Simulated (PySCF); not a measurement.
A GIAO shielding run with PySCF (density fitting, non-relativistic, gas phase) on SMILES CO[Si@H](C)O[SiH2]C, C₃H₁₂O₂Si₂:

```
$ OMP_NUM_THREADS=1 python probes_run.py task.json out

{"job": {"kind": "nmr", "xc": "PBE0", "basis": "pcSseg-1"}, "charge": 0, "multiplicity": 1}
C     -0.978423     1.060108     1.973402
O     -1.496750     0.217997     0.985494
Si    -1.309368     0.341512    -0.622280
C     -2.056290    -1.257758    -1.285688
O      0.259892     0.502626    -1.021838
Si     1.823912     0.081795    -1.112678
C      2.495411    -0.383211     0.601518
H     -1.032359     0.534998     2.928409
H      0.060269     1.319986     1.757900
H     -1.564285     1.980414     2.034040
H     -1.877777     1.571553    -1.172066
H     -1.841050    -1.356101    -2.344147
H     -1.660053    -2.133122    -0.780060
H     -3.133721    -1.266011    -1.164597
H      2.470472     1.288571    -1.631309
H      1.922029    -1.053660    -2.033674
H      3.501953    -0.785554     0.535851
H      1.870783    -1.133406     1.080118
H      2.535552     0.478516     1.264144
```

Hardware: 1 thread of an Arm Neoverse V1, shared host. The job also computes population analyses, field gradients.

**Question.** How large is the calculation?

**Answer.** 74 electrons, 193 basis functions and 1049 auxiliary functions.

**Question.** How long does it take, and how much memory does it need?

**Answer.** 39 s of wall time, with 13 SCF cycles and 4 response iterations; peak memory 0.82 GiB. Times on a shared host scatter by some tens of per cent.
